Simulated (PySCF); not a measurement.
C2H5F2NSi, SMILES C/N=C/[SiH](F)F.

Geometry optimised at r2SCAN-D4/def2-SVP. The structure was generated by enumeration; whether it is a known compound was not checked. One conformer was computed; it need not be the lowest.

These are TDA-B3LYP/def2-SVPD (PySCF) values and carry that method's errors.

Vertical excitations. Gas-phase values at a fixed geometry.

Computed excitation energies, oscillator strengths and character:
```csv
state,energy (eV),λ (nm),f,main pairs
S1,4.35,285,0.003,HOMO→LUMO 99 %
S2,6.67,186,0.000,HOMO−2→LUMO 98 %
S3,6.97,178,0.090,"HOMO→LUMO+2 58 %, HOMO→LUMO+1 26 %, HOMO−1→LUMO 12 %"
S4,7.10,175,0.012,"HOMO→LUMO+1 71 %, HOMO→LUMO+2 26 %"
S5,7.46,166,0.001,HOMO→LUMO+3 99 %
S6,7.56,164,0.231,"HOMO−1→LUMO 54 %, HOMO→LUMO+4 21 %, HOMO→LUMO+2 12 %"
S7,7.96,156,0.202,"HOMO→LUMO+4 76 %, HOMO−1→LUMO 13 %"
S8,8.17,152,0.205,HOMO→LUMO+5 91 %
S9,8.22,151,0.004,HOMO−3→LUMO 96 %
S10,8.47,146,0.000,"HOMO−1→LUMO+1 58 %, HOMO−1→LUMO+2 39 %"
T1,3.46,359,0,HOMO→LUMO 98 %
T2,4.56,272,0,HOMO−1→LUMO 94 %
T3,6.19,200,0,HOMO−2→LUMO 94 %
T4,6.72,184,0,"HOMO→LUMO+2 63 %, HOMO→LUMO+1 31 %"
```
Triplets are in the Tamm–Dancoff approximation.
